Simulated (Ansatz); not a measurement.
The same atomization along the group N, As, Sb.

Program: Ansatz. Geometries: PBE0-D4/def2-TZVP. ΔE: electronic, gas phase. CBS: MP2 limit from def2 TZ/QZ plus the TZ coupled-cluster correction, frozen cores. This one scheme is used for every species, atoms too. DFT in def2-TZVPP. B3LYP here is the variant with VWN-RPA as its local correlation; programs differ in this. No spin–orbit coupling; open shells (•) take unrestricted orbitals. Spin–orbit coupling would lower the free atoms: a little for C, Si. def2 core potentials past Kr. For As, Sb outer-core shells are correlated without core-valence functions, so the limit isn't a true one: a few kJ/mol of doubt a bond, and 10 to 20 or more in all where bonds break to atoms. Scalar relativity is left out up to krypton. Each species was taken in one conformer, which may not be the lowest.

```json
{"reaction": "`NC[SiH3]` → N• + C• + 7 H• + Si•", "ωB97M-V (kcal/mol)": "792.1", "B3LYP-D4 (kcal/mol)": "792.3", "PBE0-D4 (kcal/mol)": "785.5", "ωB97X-V (kcal/mol)": "793.8"}
{"reaction": "`[SiH3]C[AsH2]` → As• + C• + 7 H• + Si•", "ωB97M-V (kcal/mol)": "729.4", "B3LYP-D4 (kcal/mol)": "731.6", "PBE0-D4 (kcal/mol)": "722.9", "ωB97X-V (kcal/mol)": "735.9"}
{"reaction": "`[SiH3][CH2][SbH2]` → Sb• + C• + 7 H• + Si•", "ωB97M-V (kcal/mol)": "707.2", "B3LYP-D4 (kcal/mol)": "710.6", "PBE0-D4 (kcal/mol)": "700.6", "ωB97X-V (kcal/mol)": "714.4"}
```

Give the CCSD(T)/CBS values in the same order. (Estimate.)

Computed: 789.9, 729.3, 709.9 kcal/mol.

Largest T1 diagnostic: 0.013, for `[SiH3][CH2][SbH2]`.

For atomizations the MP2-based limit and the directly extrapolated one differ by several kJ/mol either way, and by 10 to 25 for some Ge, Se and Sn compounds, so smaller differences from it don't rank the levels.
